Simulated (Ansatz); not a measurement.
`[SiH3]BCl` + CH₃NH₂ → `CNBCl` + SiH₄ at 500 K and 1 bar (cleavage of the B–Si bond).

Computed with Ansatz on PBE0-D4/def2-TZVP structures; ΔE is electronic, products minus reactants. CBS: MP2 limit from def2 TZ/QZ plus the TZ coupled-cluster correction, frozen cores. This one scheme is used for every species. Each species was taken in one conformer, which may not be the lowest.

```tsv
species	CCSD(T)/CBS energy (Eh)	H − E (kJ/mol)	S (J/(mol·K))
`[SiH3]BCl`	-776.06195	133.4	356.8
CH₃NH₂	-95.75281	191.8	270.3
`CNBCl`	-580.41629	218.4	350.1
SiH₄	-291.46306	102.4	230.9
```

H − E and S are ideal-gas, rigid-rotor, harmonic terms from PBE0-D4/def2-TZVP, for one conformer and one mirror image of each species. 1 Eh = 2625.50 kJ/mol, R = 8.31446 J/(mol·K).

Task: By hand: ΔE, ΔH, ΔS and ΔG.

Result: ΔE = (-580.41629) + (-291.46306) − (-776.06195) − (-95.75281) = -0.06459 Eh = -169.6 kJ/mol. Δ(H − E) = 218.4 + 102.4 − 133.4 − 191.8 = -4.4, so ΔH = -174.0 kJ/mol. ΔS = 350.1 + 230.9 − 356.8 − 270.3 = -46.1 J/(mol·K). ΔG = -174.0 − 500 × (-46.1)/1000 = -150.9 kJ/mol.

Task: By hand: the equilibrium constant, and the temperature at which ΔG would vanish if ΔH and ΔS stayed fixed.

Result: log₁₀ K = −ΔG/(RT ln 10) = 15.8. ΔG = 0 at ΔH/ΔS = 3774 K, far beyond where these terms or the molecules hold.

ΔH outweighs TΔS. A doubt of 5 kJ/mol in ΔE shifts log₁₀ K by 0.5 here. Other conformers and mirror images would add mixing entropy, several J/(mol·K) or more a flexible species. Modes under 60 cm⁻¹, often nearly free rotors, make the harmonic entropy too high. These are equilibria of isolated gas molecules and say nothing of rates. Largest T1 diagnostic: 0.014 (customary marks: 0.02 for closed shells, 0.045 for open ones).
